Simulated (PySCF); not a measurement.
A calculated (PBE0, PySCF 2.14, def2-TZVP, no relativity, point nucleus) atom or ion has these occupied shells.

| shell | electrons | orbital energy (eV) | rms radius, mean of both spins (bohr) |
| --- | --- | --- | --- |
| 1s α | 1 | -11621.1 | 0.0537 |
| 1s β | 1 | -11621.0 | 0.0537 |
| 2s α | 1 | -1491.3 | 0.224 |
| 2s β | 1 | -1491.3 | 0.224 |
| 2p α | 3 | -1334.8 | 0.198 |
| 2p β | 3 | -1334.7 | 0.198 |
| 3s α | 1 | -214.48 | 0.652 |
| 3s β | 1 | -214.38 | 0.652 |
| 3p α | 3 | -161.10 | 0.673 |
| 3p β | 3 | -160.97 | 0.673 |
| 3d α | 5 | -67.464 | 0.750 |
| 3d β | 5 | -67.339 | 0.750 |
| 4s α | 1 | -34.726 | 1.97 |
| 4s β | 1 | -33.356 | 1.97 |
| 4p α | 1 | -24.500 | 2.31 |

Q: Name the element and its charge.

A: As²⁺ (arsenic, charge +2), in [Ar] 3d10 4s2 4p1, 2P determinant.
